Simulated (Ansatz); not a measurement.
# A ladder of methods for AsH3 (arsine)

AsH3: 4 atoms, total charge 0, spin state singlet. As SMILES, `[AsH3]`. Geometry: relaxed at PBE0-D4/def2-TZVP.

```
atom    x (Å)    y (Å)    z (Å)
  As  -0.2158   0.4876  -0.3460
   H   0.3499   0.6303   1.0594
   H  -1.0680  -0.7055   0.0611
   H   0.9339  -0.4125  -0.7745
```

Each level gives the energy change with the As1–H4 bond stretched from 1.522 to 3.043 Å (eV). The values are calculated.

```csv
level,kind,program,value (eV),CPU time (all runs)
HF/STO-3G (restricted),Hartree–Fock,Ansatz,7.76,1.5 s
SVWN5/STO-3G (restricted),LDA,Ansatz,5.60,0.82 s
revPBE/STO-3G (restricted),GGA,Ansatz,5.25,1.3 s
B3LYP/STO-3G (restricted),global hybrid,Ansatz,5.78,1.2 s
r2SCAN0/STO-3G (restricted),hybrid meta-GGA,Ansatz,6.26,2.6 s
wB97M-V/STO-3G (restricted),range-separated hybrid,Ansatz,6.48,10 s
wB97X/STO-3G (restricted),range-separated hybrid,Ansatz,6.70,4.8 s
B2PLYP/STO-3G (restricted),double hybrid,Ansatz,5.63,1.6 s
MP2/STO-3G (restricted),perturbation theory,Ansatz,5.55,0.27 s
CCSDTQ/STO-3G (restricted),coupled cluster or CI,Ansatz,3.94,9.6 s
```

All-electron rows without a relativistic Hamiltonian named are non-relativistic. The first shape isn't each level's own minimum. The values span 3.94 to 7.76 eV. All rows use very small basis sets, so even the best lies far from the true value. In the correlated wave-function rows the outer d shell of As is correlated, in sets not made for it. CPU times are rough (shared hosts, several kinds of processor): they show what a rung costs within a factor of a few.
